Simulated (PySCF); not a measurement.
HSi, SMILES [SiH] (connectivity only; charge and spin as stated), charge +1, multiplicity 1. Heavy atoms are numbered as in [SiH:1]. Hydrogens are named by the atom that carries them.

The structure is a stationary point at r2SCAN-D4/def2-TZVPD.

Computed with ωB97X/def2-TZVPD (PySCF).

Mulliken values depend strongly on the basis, most of all with diffuse functions as here. Atomic charges (e), one atom of each kind:

```
atom       Mulliken  IAO
---------  --------  ---
Si1 (SiH)      0.93  [?]
H on Si1       0.07  [?]
```

### Question
What belongs in the gaps? (The exact figures need the calculation; the answer reports its results.)

### Answer

- Si1 (SiH), IAO: 1.06
- H on Si1, IAO: -0.06
